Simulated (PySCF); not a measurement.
**Level of theory and bond dissociation enthalpies: dimethylaluminum chloride**

Structure: `[CH3][Al]([CH3])[Cl]` (C2H6AlCl). Atom numbers as in the mapped SMILES `[CH3:1][Al:2]([CH3:3])[Cl:4]`.

All levels share the PBE0-D3(BJ)/def2-SVP structures and the PBE0-D3(BJ)/def2-SVP thermal terms; only the single-point energies (PySCF) change. Values are bond dissociation enthalpies (298 K, kJ/mol).

| level | C1–Al2 | C1–H | Al2–Cl4 | time |
| --- | --- | --- | --- | --- |
| HSE06/6-31G (grid 2) | 322 | 406 | 439 | 14 s |
| HSE06/cc-pVTZ (grid 2, guess atom) | 325 | 399 | 496 | 58 s |
| M06-2X/def2-TZVP | 341 | 409 | 513 | – |
| ωB97X-D3(BJ)/def2-TZVP (grid 2) | 354 | 409 | 525 | 28 s |

Times are wall times for all single points of a level on 1 thread of Arm Neoverse V1, a shared host; the dash marks the run that also made the structures. HSE06 ran on a slower path of this set-up, which computes the density-fitting integrals anew in every SCF cycle while the other levels store them. This lengthens the times of such levels.

The widest spread is that of Al2–Cl4: 86 kJ/mol, from 439 to 525.

Known limits: spin-orbit coupling is left out of the energies, which matters for open shells on the heavier atoms.
